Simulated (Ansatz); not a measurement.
Cl (SMILES [Cl-]), charge -1, singlet (a gas-phase anion, which may not be bound at this level); Ansatz (a first-principles code) with WB97X/6-31G**.

Input for Ansatz:
Ansatz 0.2 input:
```yaml
crystal:
  periodic: [false, false, false]
  atoms:
    - {symbol: Cl, position_ang: [0.00000000, 0.00000000, 0.00000000]}
basis:
  gaussian:
    orbitals: 6-31G__.json
hamiltonian:
  xc: {name: wB97X}
total_charge: -1
accuracy: high
```
The basis file holds 6-31G** in the JSON format of the Basis Set Exchange.

### Question
Predict the main parts of the log of this Ansatz run.

### Answer

```
Functional definition: wB97X
141 factors; integrals over basis functions are off by at most 4.1e-9 eV
60 factors; integrals over basis functions are off by at most 1.1e-9 eV
mean field evaluation 1: about -12523.2555 eV, gradient 1.2e1 eV
mean field evaluation 2: about -12523.5182 eV, gradient 6.4e0 eV
mean field evaluation 4: about -12523.6106 eV, gradient 9.4e-2 eV
mean field evaluation 8: about -12523.6085 eV, gradient 3.1e-3 eV
mean field evaluation 16: about -12523.6085 eV, gradient 1.4e-8 eV
mean field -12523.60845441 eV, -460.2341218929 hartree, gradient 1.4e-8 eV, S^2 0.000000; 0 other end points of the search recorded, 0 dependent functions left out
reference -12523.60845313 eV, -460.2341218457 hartree; 9, 9 occupied and 10, 10 virtual orbitals, 141 factors
Total energy: -12523.60845313 eV, -460.2341218457 hartree
```
